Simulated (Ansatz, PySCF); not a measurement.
Reaction (SMILES): ClB(Br)Br + 3 [H][H] (H2) → B (BH3) + 2 Br (HBr) + Cl (HCl)
Structures are relaxed separately at B3LYP-D3(BJ)/def2-TZVP in Ansatz (a program for electronic structure). Frequencies are from Ansatz or PySCF.
Geometry of the first species:
SMILES: BrB(Br)Cl
```xyz
4

B     -0.0158     0.4056    -0.0030
Cl    -0.0835     2.1438    -0.0159
Br     1.6738    -0.4853    -0.0090
Br    -1.6310    -0.6139     0.0171
```
Charge 0, spin multiplicity 1.

Wanted: energy of full hydrogenation (enthalpy at 298 K, with B3LYP-D3(BJ) rigid-rotor harmonic-oscillator terms), in kcal/mol. Cores are frozen in the correlated levels unless marked. Spin-orbit coupling is left out. Frozen are the shells of the preceding noble gas and the d and f shells that filled before the atom's block. No relativistic terms. Basis-set limits of correlation are two-point, X^-3; Hartree-Fock from the larger set.

CCSD(T)/CBS(def2-TZVPPD,def2-QZVPPD) (Ansatz) gives 48.1 kcal/mol.

Problem. Another calculation gave 44.4 kcal/mol. Which level was it?
A) B2GP-PLYP/def2-TZVPD (Ansatz)
B) LC-wPBE/def2-TZVPD (Ansatz)
C) SVWN5/def2-TZVPD (Ansatz)
D) PBE/def2-TZVPD (Ansatz)

Solution. B, LC-wPBE/def2-TZVPD (Ansatz). The others give 51.6 (PBE), 55.5 (SVWN5), 48.2 (B2GP-PLYP) kcal/mol.
